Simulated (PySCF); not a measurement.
Si(Cl)(F)2(OAc) (C2H3ClF2O2Si), SMILES C(O[Si](F)(Cl)F)(=O)C. Coordinates come from a PBE-D3(BJ)/def2-SVP optimisation. Other conformers were not sampled.

**Question.** Give the equilibrium geometry at PBE-D3(BJ)/def2-SVP (PySCF confirms it by a frequency run) as bond lengths and angles. (The exact figures need the calculation; the answer reports its results.)

**Answer.** This is not unique; one that fits is 
Atoms: C1 C2 O3 O4 Si5 F6 F7 Cl8 H9 H10 H11. Bond lengths (Å): C1–C2 1.502, C1–H9 1.103, C1–H10 1.108, C1–H11 1.108, C2–O3 1.212, C2–O4 1.379, O4–Si5 1.685, Si5–F6 1.610, Si5–F7 1.612, Si5–Cl8 2.031. Bond angles (°): C2–C1–H9 109.9, C2–C1–H10 109.8, C2–C1–H11 109.7, H9–C1–H10 110.4, H9–C1–H11 110.3, H10–C1–H11 106.8, C1–C2–O3 126.9, C1–C2–O4 111.6, O3–C2–O4 121.5, C2–O4–Si5 118.9, O4–Si5–F6 111.6, O4–Si5–F7 103.9, O4–Si5–Cl8 113.2, F6–Si5–F7 107.4, F6–Si5–Cl8 111.2, F7–Si5–Cl8 109.1.
Charge 0, spin multiplicity 1.
